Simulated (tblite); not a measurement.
Record of a relaxation.

C7H9BrO.
SMILES with atom numbers: `[CH2:1]=[CH:2]/[C:3]([CH3:4])=[C:5](\[CH3:6])[C:7](=[O:8])[Br:9]` (hydrogens: H10, H11 on C1; H12 on C2; H13, H14, H15 on C4; H16, H17, H18 on C6)

Computed with GFN2-xTB (tblite), gas phase: L-BFGS steps from a force-field or distance-geometry start until the largest atomic force falls under 0.01 eV/Å. 4 of its 154 geometries are shown.

Step 0: E = -752.9035 eV, largest atomic force 3.269 eV/Å
```
atom  x, y, z in Å  |  force x, y, z in eV/Å
C1     -2.568   -0.872   -0.321   -0.619   0.261   0.106
C2     -1.243   -0.891   -0.395    0.512  -0.251   0.100
C3     -0.314    0.173    0.024   -0.895   0.478  -0.168
C4     -0.968    1.523    0.314    0.391  -0.264   0.250
C5      1.016   -0.029    0.078    0.495   0.448  -0.004
C6      1.732   -1.320   -0.201    0.366  -0.306   0.271
C7      1.917    1.079    0.505   -1.123   0.710   2.987
O8      1.832    1.658    1.586    0.227  -1.139  -2.427
Br9     3.333    1.610   -0.657    0.243  -0.147  -0.415
H10    -3.143   -0.026    0.068    0.317  -0.418  -0.205
H11    -3.159   -1.729   -0.653    0.274   0.400   0.153
H12    -0.801   -1.811   -0.779    0.087   0.356   0.080
H13    -1.666    1.803   -0.467   -0.121  -0.206  -0.125
H14    -1.515    1.468    1.265    0.141  -0.059  -0.270
H15    -0.259    2.350    0.397    0.056  -0.330   0.051
H16     1.159   -2.188    0.146    0.001   0.299  -0.201
H17     2.688   -1.363    0.348   -0.311   0.171  -0.294
H18     1.948   -1.428   -1.267   -0.041  -0.002   0.112
```

Step 51: E = -753.1793 eV, largest atomic force 0.021 eV/Å
```
atom  x, y, z in Å  |  force x, y, z in eV/Å
C1     -2.514   -0.874   -0.357    0.000  -0.006   0.007
C2     -1.184   -0.868   -0.414   -0.002  -0.001  -0.004
C3     -0.325    0.206    0.065   -0.006   0.004  -0.007
C4     -1.011    1.487    0.416   -0.007   0.002   0.002
C5      1.023    0.017    0.128   -0.004   0.003  -0.007
C6      1.685   -1.291   -0.206   -0.004   0.009   0.001
C7      1.878    1.129    0.489    0.013  -0.016   0.001
O8      1.708    2.050    1.217   -0.003   0.010   0.008
Br9     3.624    1.112   -0.503    0.004  -0.003  -0.003
H10    -3.092   -0.074    0.070    0.010   0.006   0.013
H11    -3.077   -1.711   -0.733   -0.004  -0.003  -0.014
H12    -0.689   -1.720   -0.854   -0.001   0.002  -0.008
H13    -1.694    1.773   -0.383   -0.011  -0.001  -0.001
H14    -1.594    1.343    1.325   -0.001   0.003   0.012
H15    -0.318    2.301    0.597    0.004  -0.002  -0.010
H16     1.122   -2.122    0.214    0.010   0.008   0.002
H17     2.690   -1.328    0.204   -0.008  -0.005  -0.001
H18     1.758   -1.425   -1.286    0.011  -0.009   0.008
```

Step 102: E = -753.1896 eV, largest atomic force 0.046 eV/Å
```
atom  x, y, z in Å  |  force x, y, z in eV/Å
C1     -2.473   -0.957   -0.299   -0.009  -0.003   0.028
C2     -1.177   -0.805   -0.552    0.012  -0.008   0.003
C3     -0.330    0.249   -0.002    0.002  -0.018   0.000
C4     -1.006    1.525    0.378    0.012  -0.008  -0.015
C5      1.011    0.036    0.114    0.008  -0.026  -0.013
C6      1.633   -1.300   -0.176    0.003  -0.011  -0.006
C7      1.869    1.132    0.504   -0.009   0.002   0.039
O8      1.654    2.106    1.149   -0.016  -0.016  -0.040
Br9     3.713    0.990   -0.281   -0.013   0.001   0.014
H10    -3.013   -0.320    0.381    0.005   0.027   0.008
H11    -3.037   -1.760   -0.742    0.018   0.020  -0.007
H12    -0.692   -1.504   -1.219    0.007   0.002  -0.001
H13    -1.901    1.675   -0.219   -0.030   0.008  -0.005
H14    -1.288    1.482    1.430   -0.017   0.004   0.018
H15    -0.350    2.383    0.263    0.008   0.026  -0.003
H16     0.975   -2.096    0.162    0.016  -0.013  -0.020
H17     2.582   -1.406    0.342   -0.003   0.017  -0.006
H18     1.821   -1.424   -1.244    0.007  -0.004   0.005
```

Step 153: E = -753.1959 eV, largest atomic force 0.008 eV/Å
```
atom  x, y, z in Å  |  force x, y, z in eV/Å
C1     -2.465   -0.988   -0.232    0.001   0.000  -0.001
C2     -1.199   -0.790   -0.584    0.002   0.000  -0.002
C3     -0.338    0.252   -0.033   -0.003  -0.004  -0.001
C4     -0.997    1.537    0.348    0.003  -0.006   0.001
C5      1.002    0.031    0.088   -0.005  -0.004   0.003
C6      1.632   -1.296   -0.218   -0.001   0.002  -0.001
C7      1.842    1.127    0.515    0.001  -0.001  -0.008
O8      1.566    2.155    1.041   -0.001   0.005   0.004
Br9     3.778    0.883    0.052   -0.001   0.000   0.001
H10    -2.953   -0.404    0.530    0.001   0.000   0.001
H11    -3.051   -1.774   -0.676    0.001   0.002   0.001
H12    -0.753   -1.433   -1.329    0.002  -0.003   0.001
H13    -2.008    1.584   -0.046   -0.005   0.003  -0.002
H14    -1.029    1.634    1.433   -0.002   0.002   0.007
H15    -0.434    2.393   -0.021    0.004   0.004  -0.002
H16     0.919   -2.103   -0.080   -0.001   0.002  -0.001
H17     2.476   -1.478    0.443    0.001  -0.001   0.002
H18     2.005   -1.322   -1.243    0.001  -0.002  -0.002
```

**Question.** Summarise the path.

**Answer.** The energy falls by 6.74 kcal/mol from step 0 to step 153; nine tenths of that is first reached at step 36. It falls at every step. The largest force goes from 3.269 to 0.008 eV/Å. Among the bonds C7–Br9 changes most, from 1.908 to 2.005 Å; the atoms move by 0.462 Å rms after alignment.

Run on one thread of an Arm Neoverse N1, no GPU, on a shared host.
